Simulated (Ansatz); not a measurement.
A structure relaxed at PBE/def2-TZVP in Ansatz, charge 0, singlet:

```xyz
5

Be    1.071   -0.442    0.056
Be   -0.577    0.251    0.976
Be    0.655    1.586   -0.020
Be   -0.655   -1.586    0.021
Be   -0.495    0.191   -1.033
```

(1) Give its formula and point group.

(2) Summarise the bond lengths by kind (pairs closer than 1.2 times the sum of covalent radii, bridged metal pairs left out).

Answers

(1) Be5. Point group D3h (tolerance 0.1 Å).

(2) 9 × Be–Be 2.01 to 2.07 Å.

The structure comes from a short search, and lower isomers may exist.
